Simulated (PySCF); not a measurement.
Correlation energy of Sn (tin, neutral)

[Kr] 4d10 5s2 5p2, high-spin 3P determinant. Calculation: PySCF 2.14, in dyall-av2z; no relativity, point nucleus. Frozen: [Kr] 4d10; 4 electrons correlated; the 62 highest virtual orbitals of each spin left out.

```tsv
level	correlation energy (mhartree)
CCSD	-52.99
(T)	-1.01
CCSD(T)	-54.00
```

Diagnostics: T1 = 0.010, D1 = 0.0280, largest double amplitude 0.085.

A non-relativistic calculation at this Z misses sizeable relativistic shifts.

Cost of the coupled-cluster step: roughly 3 core-seconds, for 4 correlated electrons.
